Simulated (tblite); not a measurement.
Sc (SMILES [Sc]), doublet (GFN-xTB shapes and energies of metal compounds can be far from the true ones); GFN1-xTB in tblite.

Here is a job for tblite.
```
$ tblite run mol.xyz --method gfn1 --charge 0 --spin 1 --grad --json tblite.json --no-restart

# file mol.xyz
1

Sc     0.00000000     0.00000000     0.00000000
```

It wrote (shortened):

```
xTB calculator
 | screened Coulomb repulsion
 | Coulomb electrostatics
 |  * isotropic Klopman-Ohno-Mataga-Nishimoto electrostatics
 |  * onsite third-order electrostatics
 | DFT-D3(BJ) dispersion correction

halogen bonding energy    0.0000000000000E+00 Eh
repulsion energy          0.0000000000000E+00 Eh
dispersion energy         0.0000000000000E+00 Eh
number of electrons       3.0000000000000E+00 e
integral cutoff           4.0000000000000E+01 bohr

------------------------------------------------------------
  cycle        total energy    energy error   density error
------------------------------------------------------------
      1    -0.9739522227703  -9.7395222E-01   9.4828726E-11
      2    -0.9739522227703   0.0000000E+00   5.6897235E-11
------------------------------------------------------------

electronic energy        -9.7395222277032E-01 Eh
total energy             -9.7395222277032E-01 Eh

Post processing:
 | Mayer-Wiberg bond orders

[Info] Tight-binding results written to 'tblite.txt'
[Info] JSON dump of results written to 'tblite.json'
```
